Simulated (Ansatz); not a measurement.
```xyz
9

F     1.8209    1.2905    1.6345
Si    1.3893    0.5093    0.3378
Cl    1.8004    1.6735   -1.2629
Cl    2.4694   -1.1969    0.2435
O    -0.1710    0.1951    0.4321
Si   -1.5326   -0.4757   -0.2123
H    -1.8354    0.1845   -1.5045
H    -1.3091   -1.9261   -0.4215
H    -2.6318   -0.2542    0.7533
```

The species carries charge 0 and has multiplicity 1.

Q: List the PBE0/def2-TZVPP orbital energies in eV (Ansatz). (Best estimate.)

A: Computed: Occupied: -2767.93, -2767.93, -1805.88, -1803.65, -674.47, -523.62, -259.80, -259.80, -198.08, -198.08, -197.94, -197.94, -197.94, -197.94, -147.85, -145.90, -102.54, -102.54, -102.52, -100.61, -100.53, -100.53, -33.98, -28.92, -24.06, -23.47, -17.37, -15.32, -13.82, -13.61, -13.58, -12.41, -12.30, -11.89, -11.25, -10.45, -10.22, -9.88, -9.65, -9.61, -9.39. Lowest empty: -0.28, 0.77, 1.16, 1.32, 1.50, 1.68, 2.32, 2.36.
